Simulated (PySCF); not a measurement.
Predicted microwave data (PBE0-D3(BJ)/def2-SVP geometry optimisation, gas phase (PySCF)) for one isomer of C8H11F3O:

- Rotational constants: A = 1751, B = 565.4, C = 467.5 MHz
- Dipole components: |μa| = 2.80 D, |μb| = 0.06 D, |μc| = 0.62 D
- Inertial defect: -101.49 u·Å²
- κ: -0.85

Question: Which candidate fits, each taken in the one conformer that was computed?
A. `C[C@@H]1[C@@H](C(F)(F)F)[C@H]2CC[C@@H]1O2`
B. `[F:1][C:2]([F:3])=[C:4]([F:5])[C@@H:6]1[CH2:7][CH2:8][CH2:9][CH2:10][CH2:11][O:12]1` with C2–C4–C6–C7 120°, C4–C6–C7–C8 167°, C6–C7–C8–C9 51°, C7–C8–C9–C10 -68°, C8–C9–C10–C11 82°

Answer: B. It is FC(F)=C(F)[C@@H]1CCCCCO1, an asymmetric top, point group C1. The candidates at the same level (rigid rotor, commonest isotopes):

| SMILES | A (MHz) | B (MHz) | C (MHz) | μa (D) | μb (D) | μc (D) | Δ (u·Å²) | point group | rotor |
| --- | --- | --- | --- | --- | --- | --- | --- | --- | --- |
| C[C@@H]1[C@@H](C(F)(F)F)[C@H]2CC[C@@H]1O2 | 1421 | 867.7 | 699.0 | 1.09 | 0.25 | 0.57 | -215.14 | C1 | asymmetric top |
| FC(F)=C(F)[C@@H]1CCCCCO1 | 1751 | 565.4 | 467.5 | 2.80 | 0.06 | 0.62 | -101.49 | C1 | asymmetric top |

`C[C@@H]1[C@@H](C(F)(F)F)[C@H]2CC[C@@H]1O2` has B 53 % too high. No structure here is proved a minimum.
